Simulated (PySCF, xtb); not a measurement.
C₂H₆O₂Si. Atoms are numbered in the order given.

```xyz
11

C     -2.1416     0.3181     0.3428
Si    -0.6701    -0.8224     0.1324
C      0.8719     0.3093    -0.1509
O      0.8274     1.5169    -0.1642
O      2.0228    -0.3733    -0.3343
H     -3.0718    -0.2450     0.5163
H     -1.9743     0.9945     1.1953
H     -2.2684     0.9395    -0.5572
H     -0.8052    -1.7221    -1.0486
H     -0.4120    -1.6546     1.3422
H      2.7296     0.2884    -0.4653
```
Charge 0, spin multiplicity 1.

Coordinates come from a B3LYP-D3(BJ)/def2-SVP optimisation. One conformer was computed; it need not be the lowest.

These are IEF-PCM-B3LYP/def2-SVP in PySCF values and carry that method's errors.

The values are the electrostatic part of the solvation free energy, E(continuum) − E(gas) at the gas-phase geometry, in a cavity of scaled van der Waals radii (PySCF's table); cavitation and dispersion terms are not included. In vacuum the orbital gap is 6.76 eV. The dipole moment in vacuum is 0.78 D.

Problem. Estimate the values in water (ε = 78.36), 2-propanol (ε = 19.26), N,N-dimethylformamide (ε = 37.22). (The exact figures need the calculation; the answer reports its results.)

Solution. 
```csv
solvent,ε,ΔG(elec) (kcal/mol),dipole (D),gap (eV)
water,78.36,-5.3,0.99,6.82
2-propanol,19.26,-4.9,0.98,6.82
"N,N-dimethylformamide",37.22,-5.2,0.99,6.82
```

For comparison, GFN2-xTB/ALPB(water) (xtb, at the GFN2-xTB geometry, all terms of that model) gives -6.4 kcal/mol.
